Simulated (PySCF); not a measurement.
A structure optimised at PBE0-D3(BJ)/def2-TZVPD, used in a PySCF frequency run:

```
Be
Cl 1 1.8098
```
Charge 0, spin multiplicity 2.

Write its SMILES, formula and point group.

[Be][Cl], BeCl, C∞v

What are its rotational constants (standard atomic weights)?

21.473 GHz (linear rotor, B only)
